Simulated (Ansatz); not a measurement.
A made-up structure of BH₃BrO (charge +1), closed shell:

O1  (0.542, 0.477, -0.481)
B2  (-0.364, -0.577, 0.383)
Br3  (-2.015, 0.202, 1.325)
H4  (0.294, 1.538, -0.560)
H5  (1.440, 0.173, -1.020)
H6  (0.104, -1.812, 0.353)
(Å)

It is relaxed with PBE-D4/def2-SVP and then PBE0-D4/def2-TZVP (Ansatz 0.2.0). Atoms count as bonded within 1.22 times the sum of their covalent radii (H–H: 0.88 Å). The end point is not checked to be a true minimum.

Problem. Does its bonding change? (A judgement: the text doesn't fix the answer.)

Solution. Computed: No: no bond forms or breaks.

Where it ends: The first stage lowers the energy by 1.21 eV in 6 steps. It ends as BH₃BrO ([OH2][BH][Br]), total charge +1:
```
6
angstrom
O 0.4837 0.4263 -0.4291
B -0.3247 -0.5151 0.3414
Br -1.7996 0.1793 1.1830
H 0.2625 1.3736 -0.5000
H 1.2851 0.1538 -0.9107
H 0.0930 -1.6179 0.3154
```

Labels in which every atom is bracketed show which atoms are joined, not bond orders.

For scale, one of the runs: PBE0-D4/def2-TZVP relaxation, 128 basis functions, launched by `ansatz run in.yaml --threads 2 --pin off --events-out ev --progress --plain --max-ram 4352MiB`. The run took about 15 s on 2 CPU threads of an Arm Neoverse V2 (shared host).
